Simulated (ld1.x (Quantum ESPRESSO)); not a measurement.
Pseudopotential generation for As (Z = 33): PAW, LDA (PZ), scalar-relativistic.

```
Element                 : arsenic (As)
Generator               : ld1.x (Quantum ESPRESSO) 7.5
Type                    : PAW
Functional              : LDA (PZ)
Relativity              : scalar-relativistic
Frozen core             : [Ar]
Valence charge          : 15
Reference configuration : 3d10 4s1 4p4
Partial waves           : 4s (bound): rcut 1.00, rcutus 1.30 bohr; 4s channel at -0.35 Ry: rcut 1.00, rcutus 1.30 bohr; 4p (bound): rcut 1.40, rcutus 1.90 bohr; 4p channel at 1.65 Ry: rcut 1.40, rcutus 1.90 bohr; 3d (bound): rcut 0.70, rcutus 0.90 bohr; 3d channel at 0.8 Ry: rcut 0.70, rcutus 0.90 bohr
Local potential         : all-electron potential smoothed inside 1.40 bohr (lloc = -1)
Core correction         : Bessel-smoothed model core, default radius (core density twice the valence density)
Augmentation charge     : BESSEL, radius 0.55 bohr
```

All-electron outer shells of the reference configuration (LDA (PZ), scalar-relativistic, ld1.x):

```csv
shell,level (eV),outermost node (bohr),outermost maximum (bohr)
3s,-191.17,0.25,0.52
3p,-135.08,0.22,0.52
3d,-42.52,–,0.47
4s,-15.59,0.73,1.59
4p,-5.98,0.78,1.95
```

(1) Is a potential produced?

Results:

(1) No. ld1.x (Quantum ESPRESSO) 7.5 stopped with "run_pseudo: Errors in PS-KS equation": the pseudo-atom solver did not find the valence states with the expected number of nodes, which is the usual sign of a ghost state. Before that it printed "Warning: n=1, l=0 expected 0 nodes, found 1".
